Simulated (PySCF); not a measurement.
F3Ti, doublet, at a GFN2-xTB geometry (such geometries of metal compounds can be far from the true shape) (the multiplicity is a formal guess). Base run: TPSS/STO-3G (PySCF).

Here is a job for PySCF.
```python
from pyscf import gto, scf, dft

mol = gto.Mole()
mol.atom = '''
    Ti   -0.00000000    0.00000000    0.00000000
    F    -1.42869175   -0.90303614    0.09992688
    F    -0.02387975    1.54953530   -0.68190165
    F     1.45257150   -0.64649916    0.58197477
'''
mol.basis = 'sto-3g'
mol.spin = 1
mol.verbose = 4
mol.symmetry = True
mol.build()

mf = dft.UKS(mol)
mf.xc = 'tpss'
mf.kernel()
mf.analyze()
```

Variants of this job, named by their change:

```
change                                                   ΔE vs base (mEh)  point group used  SCF cycles
-------------------------------------------------------  ----------------  ----------------  ----------
base                                                                0.000               C2v           8
irrep_nelec = A1:(12, 12) A2:(2, 1) B1:(7, 7) B2:(4, 4)             150.8               C2v           9
irrep_nelec = A1:(13, 12) A2:(2, 1) B1:(6, 7) B2:(4, 4)             333.5               C2v          11
symmetry_subgroup = C2                                              0.000                C2           8
irrep_nelec = A1:(14, 12) A2:(0, 1) B1:(7, 7) B2:(4, 4)             425.7               C2v           8
symmetry = off                                                      0.000                C1           9
irrep_nelec = A1:(12, 12) A2:(1, 1) B1:(8, 7) B2:(4, 4)             225.7               C2v          10
symmetry_subgroup = Cs                                              0.000                Cs           8
```

Open shells are given as the SCF converged; they aren't shown to be the lowest states, and a large step between rows can be another state.
